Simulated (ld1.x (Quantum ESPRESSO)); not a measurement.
# Building the TM potential for aluminium (Al) (PBE, scalar-relativistic).

Al, norm-conserving Troullier–Martins (Kleinman–Bylander form), made with ld1.x (Quantum ESPRESSO) 7.5 (PBE, scalar-relativistic). Core [He], reference 2s2 2p6 3s1 3p2. Waves: 2p (bound): rc 0.50 bohr; 3d channel at 0.2 Ry: rc 0.50 bohr; 2s (bound): rc 0.50 bohr. Local part: the s channel. Core correction: none.

Occupied shells without a wave of their own: 3p, 3s. They enter only through the test configuration that unscreens the potential.

What the tests gave:

* Ghost test: no extra level below or beside the all-electron valence levels (p, d, s, f tested) (spherical-Bessel basis up to 400 Ry, 20 bohr box)
* Largest excitation error: +28 meV (all-electron minus pseudo) for 2s2 2p6 3s2 3p0, out of 7 test configurations

Generation and tests took about 1 s on one core of a shared server CPU.
